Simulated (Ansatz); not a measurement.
C₅H₁₄NSi (SMILES [CH2]N(C)[Si](C)(C)C), doublet, geometry from GFN2-xTB; CCSD(T)/STO-3G run with Ansatz (a first-principles code).

Input for Ansatz:
Ansatz 0.2 input:
```yaml
crystal:
  periodic: [false, false, false]
  atoms:
    - {symbol: C, position_ang: [1.92631878, -0.48411657, 1.03564447]}
    - {symbol: N, position_ang: [1.17086870, 0.07457736, 0.02846124]}
    - {symbol: C, position_ang: [1.92425722, 0.47640411, -1.13500755]}
    - {symbol: Si, position_ang: [-0.57674326, -0.01590849, 0.03324098]}
    - {symbol: C, position_ang: [-1.25023025, 1.21667292, -1.25287619]}
    - {symbol: C, position_ang: [-1.18699135, 0.45972245, 1.77556361]}
    - {symbol: C, position_ang: [-1.20530468, -1.77564069, -0.38638697]}
    - {symbol: H, position_ang: [1.42994979, -0.74998834, 1.94465197]}
    - {symbol: H, position_ang: [2.98434970, -0.30986676, 1.03469107]}
    - {symbol: H, position_ang: [2.74785501, 1.13078635, -0.83889499]}
    - {symbol: H, position_ang: [1.28356568, 1.01093796, -1.82903841]}
    - {symbol: H, position_ang: [2.34955454, -0.39190095, -1.64777946]}
    - {symbol: H, position_ang: [-0.81839965, 2.20588746, -1.13813004]}
    - {symbol: H, position_ang: [-1.06890150, 0.88594442, -2.27056169]}
    - {symbol: H, position_ang: [-2.32434054, 1.31677074, -1.13671408]}
    - {symbol: H, position_ang: [-0.98602168, -0.32744921, 2.49470831]}
    - {symbol: H, position_ang: [-2.25907382, 0.62891610, 1.77492258]}
    - {symbol: H, position_ang: [-0.70984657, 1.36534871, 2.13704827]}
    - {symbol: H, position_ang: [-0.94886356, -2.06252457, -1.40261585]}
    - {symbol: H, position_ang: [-0.76557752, -2.51225466, 0.27989225]}
    - {symbol: H, position_ang: [-2.28422345, -1.84818295, -0.28840649]}
basis:
  gaussian:
    orbitals: STO-3G
magnetization: {spin_polarized: true, initial_magnetization: 1}
correlation: {method: ccsd_t, electrons: outside_noble_gas}
accuracy: high
```

Question: Predict the main parts of the log of this Ansatz run.

Answer: 
```
Functional definition: HF
1285 factors; integrals over basis functions are off by at most 2.3e-9 eV
mean field evaluation 1: about -14544.1333 eV, gradient 1.3e1 eV
mean field evaluation 2: about -14544.4848 eV, gradient 1.3e1 eV
mean field evaluation 4: about -14545.9700 eV, gradient 1.4e0 eV
mean field evaluation 8: about -14546.0201 eV, gradient 1.4e-3 eV
mean field -14546.02011700 eV, -534.5563796532 hartree, gradient 4.1e-8 eV, S^2 0.758844; 0 other end points of the search recorded, 0 dependent functions left out
11 core orbitals not correlated
reference -14546.02011700 eV, -534.5563796532 hartree; 22, 21 occupied and 20, 21 virtual orbitals, 1285 factors
second order -8.92963887 eV of doubles, -0.00000000 eV of singles
cycle   1  -10.79094808 eV  change    -1.9e0 eV  update   1.0e-1
cycle   2  -11.67604895 eV  change   -8.9e-1 eV  update   4.0e-2
cycle   3  -11.76516487 eV  change   -8.9e-2 eV  update   1.1e-2
cycle   4  -11.76851404 eV  change   -3.3e-3 eV  update   4.8e-3
cycle   5  -11.76656751 eV  change    1.9e-3 eV  update   1.7e-3
cycle   6  -11.76580300 eV  change    7.6e-4 eV  update   5.0e-4
cycle   7  -11.76537288 eV  change    4.3e-4 eV  update   1.8e-4
cycle   8  -11.76538677 eV  change   -1.4e-5 eV  update   6.0e-5
cycle   9  -11.76539387 eV  change   -7.1e-6 eV  update   2.9e-5
cycle  10  -11.76538198 eV  change    1.2e-5 eV  update   1.2e-5
cycle  11  -11.76538231 eV  change   -3.3e-7 eV  update   4.5e-6
cycle  12  -11.76538193 eV  change    3.8e-7 eV  update   2.0e-6
cycle  13  -11.76538263 eV  change   -7.0e-7 eV  update   8.5e-7
cycle  14  -11.76538180 eV  change    8.2e-7 eV  update   2.8e-7
cycle  15  -11.76538138 eV  change    4.2e-7 eV  update   1.2e-7
cycle  16  -11.76538127 eV  change    1.1e-7 eV  update   5.4e-8
cycle  17  -11.76538125 eV  change    2.3e-8 eV  update   3.2e-8
cycle  18  -11.76538093 eV  change    3.1e-7 eV  update   1.3e-7
cycle  19  -11.76538084 eV  change    9.0e-8 eV  update   3.1e-8
cycle  20  -11.76538083 eV  change    1.8e-8 eV  update   8.6e-9
cycle  21  -11.76538082 eV  change    1.2e-9 eV  update   3.2e-9
perturbative correction -0.10663951 eV, -0.0039189297 hartree
Total energy: -14557.89213733 eV, -534.9926683533 hartree
```
